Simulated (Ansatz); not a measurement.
A series at Ga: from `[Br][Ga]([Br])[Br]`, ligands are replaced one by one, each step taking up H₂ and setting free HBr; n counts the steps. Ansatz, PBE0-D4/def2-TZVP geometries.

```json
{"n": "0", "molecule": "`[Br][Ga]([Br])[Br]`", "HOMO energy, ωB97M-V/def2-TZVPP (eV)": "-10.91"}
{"n": "1", "molecule": "`[Br][GaH][Br]`", "HOMO energy, ωB97M-V/def2-TZVPP (eV)": "-10.70"}
{"n": "2", "molecule": "`[GaH2][Br]`", "HOMO energy, ωB97M-V/def2-TZVPP (eV)": "?"}
{"n": "3", "molecule": "`[GaH3]`", "HOMO energy, ωB97M-V/def2-TZVPP (eV)": "-10.83"}
```

**Question.** By hand: fit a straight line y = ȳ + b (n − n̄) to the 3 given rows and predict n = 2.

**Answer.** n̄ = 1.333, ȳ = -10.813; Σ(n − n̄)(y − ȳ) = 0.063, Σ(n − n̄)² = 4.667, so b = 0.013 eV a step. Prediction: -10.813 + (0.013) × (0.667) = -10.80 eV.

**Question.** By hand: compare with the computed value, -10.25 eV, and give the steps along the whole series.

**Answer.** The line misses by 0.55 eV (computed minus predicted). Steps: 0.21, 0.45, -0.58 eV.

The steps change sign along the series, so a line is a poor guide. The highest orbital can change its character along such a series. The miss is 83.3 % of the series' range.

Spin–orbit coupling is left out; it splits and shifts lone-pair levels of the heavy atoms by tenths of an eV.
